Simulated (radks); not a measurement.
Fe3+, 23 electrons, occupied as [Ar] 3d(up 2.75, down 2.25) (fractional occupations, a model configuration). Method: scalar-relativistic Kohn-Sham, r2SCAN, spin-polarised, spherical densities, finite nucleus; meta-GGA in the generalised Kohn-Sham scheme; Fermi nuclear charge, rms radius 3.7377 fm; computed with a radial shooting solver on a logarithmic mesh with Libxc functionals.

Normalised radial functions P(r) = r R(r), r in bohr:

r,3p up
0.003528,0.0027
0.004485,0.0042
0.005701,0.0065
0.007247,0.0102
0.009213,0.0159
0.01171,0.0246
0.01477,0.0373
0.01878,0.0568
0.02387,0.0854
0.03035,0.1262
0.03858,0.1825
0.04904,0.2564
0.06234,0.3474
0.07925,0.4489
0.1007,0.5450
0.1281,0.6069
0.1628,0.5944
0.207,0.4645
0.2631,0.1923
0.3345,-0.2035
0.4252,-0.6473
0.5406,-1.0119
0.6817,-1.1731
0.8667,-1.0951
1.102,-0.8318
1.401,-0.5100
1.78,-0.2447
2.263,-0.0874
2.877,-0.0217
3.658,-0.0034

3p up: eigenvalue -99.202 eV, 1 radial node at r = 0.298 bohr, <r> = 0.845 bohr, 90 % of the charge inside 1.29 bohr.
